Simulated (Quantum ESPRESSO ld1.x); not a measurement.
Question: Species: Ir V. Configuration: [Xe] 4f14 5d5 (the NIST ground configuration). Calculated with ld1.x of Quantum ESPRESSO 7.5: Dirac Kohn-Sham, PW91, spin-unpolarised, spherical densities, point nucleus; open shells fill j = l - 1/2 first. Some entries of the table are withheld. Estimate them.

orbital  occ.  eigenvalue (hartree)  <r> (bohr)  <r^2> (bohr^2)
1s1/2       2              -2795.68     0.01743       0.0004193
2s1/2       2              -490.113     0.07294        0.006357
2p1/2       2              -469.527     0.06016        0.004516
2p3/2       4              -409.690     0.06848        0.005709
3s1/2       2              -115.942      0.1899         0.04137
3p1/2       2                   (1)      0.1801         0.03783
3p3/2       4                   (2)      0.1954         0.04431
3d3/2       4              -78.2624         (3)         0.03412
3d5/2       6              -75.4315         (4)         0.03589
4s1/2       2              -26.0852      0.4231          0.2023
4p1/2       2              -22.1996      0.4266          0.2073
4p3/2       4              -19.0997      0.4604          0.2411
4d3/2       4              -12.7354         (5)          0.2578
4d5/2       6              -12.1601         (6)          0.2700
5s1/2       2              -5.29617      0.9731             (7)
5p1/2       2                   (8)       1.053             (9)
4f5/2       6              -4.06472      0.5304          0.3440
4f7/2       8              -3.94983      0.5379          0.3541
5p3/2       4                  (10)       1.144            (11)
5d3/2       4              -1.88031       1.464           2.459
5d5/2       1              -1.82221       1.502           2.589

Answer: 
(1) 3p1/2 eigenvalue (hartree): -106.730
(2) 3p3/2 eigenvalue (hartree): -93.6275
(3) 3d3/2 <r> (bohr): 0.1705
(4) 3d5/2 <r> (bohr): 0.1751
(5) 4d3/2 <r> (bohr): 0.4718
(6) 4d5/2 <r> (bohr): 0.4831
(7) 5s1/2 <r^2> (bohr^2): 1.062
(8) 5p1/2 eigenvalue (hartree): -4.06586
(9) 5p1/2 <r^2> (bohr^2): 1.250
(10) 5p3/2 eigenvalue (hartree): -3.55218
(11) 5p3/2 <r^2> (bohr^2): 1.475
